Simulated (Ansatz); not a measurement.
Species: SbF$_{2}$ (charge +1, singlet). It need not be the lowest isomer of its formula. 
Geometry from a B3LYP-D3(BJ)/def2-TZVP (Ansatz, a program for electronic structure) optimisation:
SMILES: [F][Sb+][F]
```xyz
3

Sb     0.2838     0.1166     0.1006
F     -0.9193     0.7170    -1.1729
F     -0.6886    -1.3775     0.6028
```
Charge +1, spin multiplicity 1.

Basis-set convergence of Hartree-Fock and CCSD correlation energies (hartree) with Ansatz. Correlated levels leave the core frozen unless marked. No spin-orbit coupling. The frozen core is the preceding noble-gas configuration, with the filled d and f shells of earlier blocks. Past Kr the def2 sets carry scalar-relativistic core potentials.

| basis | functions | E(HF) | E(corr, CCSD) |
|---|---|---|---|
| def2-SVPD | 78 | -437.70601 | -0.48568 |
| def2-TZVPPD | 136 | -437.97126 | -0.60823 |
| def2-QZVPPD | 220 | -437.98522 | -0.65627 |

Extrapolating the two largest sets (X = 3 and 4) as X^-3: E(corr) = (64·(-0.65627) - 27·(-0.60823))/37 = -0.6913 Eh, an estimate of the basis-set limit. The largest set recovers 94.9 % of it, the smallest 70.3 %.
